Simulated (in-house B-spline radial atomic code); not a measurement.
wB97X excitations of Pr⁵⁺

Method: wB97X. Computed with a B-spline radial code for spherical atoms: linear response of the closed shell [Kr] 4d10 5s2 5p6 with the functional's adiabatic kernel; scalar-relativistic (spin-free one-electron X2C), finite nucleus, no spin-orbit coupling, no double excitations, S, P, D and F terms only; shells from n = 3 respond. Only terms of natural parity with L up to 3 were computed.

Spin-orbit coupling is strong here, so these LS terms don't match observed levels.

Command:
```bash
python run_td.py task.json out
```
Settings (radii: box in bohr, nucleus in fm):
```
Z                        59
electrons                54
configuration            [Kr] 4d10 5s2 5p6
hamiltonian              x2c
method                   wb97x
box_radius               16.35
rms_radius               4.8919
intervals                70
```

Run time, properties included: 6.3 s on 1 thread of Arm Neoverse N1, with other jobs on the host.

The lowest states, in the order of their Tamm-Dancoff energies; the method's threshold (minus the highest occupied level) is 81.19 eV. Labels give the largest channel, * marks a mixed state, and oscillator strengths are full-response dipole values. Semilocal kernels can invert the small singlet-triplet splittings of Rydberg terms. Energies in eV:

```json
{"state": "5p → 4f 3D", "full response": "6.904", "Tamm-Dancoff": "6.991", "oscillator strength": "-"}
{"state": "5p → 4f 1D", "full response": "9.039", "Tamm-Dancoff": "9.207", "oscillator strength": "-"}
{"state": "5p → 5d 3P", "full response": "26.216", "Tamm-Dancoff": "26.307", "oscillator strength": "-"}
{"state": "5p → 5d 3F", "full response": "26.382", "Tamm-Dancoff": "26.531", "oscillator strength": "-"}
{"state": "5p → 5d 1F", "full response": "28.358", "Tamm-Dancoff": "28.386", "oscillator strength": "-"}
{"state": "5s → 4f 3F", "full response": "29.148", "Tamm-Dancoff": "29.167", "oscillator strength": "-"}
{"state": "5s → 4f 1F", "full response": "?", "Tamm-Dancoff": "?", "oscillator strength": "-"}
{"state": "5p → 5d 1P", "full response": "34.23", "Tamm-Dancoff": "35.43", "oscillator strength": "5.57"}
{"state": "5p → 6s 3P", "full response": "?", "Tamm-Dancoff": "?", "oscillator strength": "-"}
{"state": "5p → 6s 1P", "full response": "38.38", "Tamm-Dancoff": "38.40", "oscillator strength": "1.04"}
```

(1) Where does 5p → 6s 3P lie?

(2) Where does 5s → 4f 1F lie?

(3) How large is the singlet-triplet splitting of 5p → 4f (D terms) in Tamm-Dancoff?

(4) What polarisabilities and dispersion coefficient does the method give?

Results:

(1) At 38.08 eV in full response, 38.09 eV in Tamm-Dancoff.

(2) At 30.02 eV in full response, 30.04 eV in Tamm-Dancoff.

(3) 2.22 eV, from the unrounded values.

(4) Dipole 4.595 bohr³, quadrupole 14.03 bohr⁵, C6 23.27 hartree·bohr⁶ for two such species.
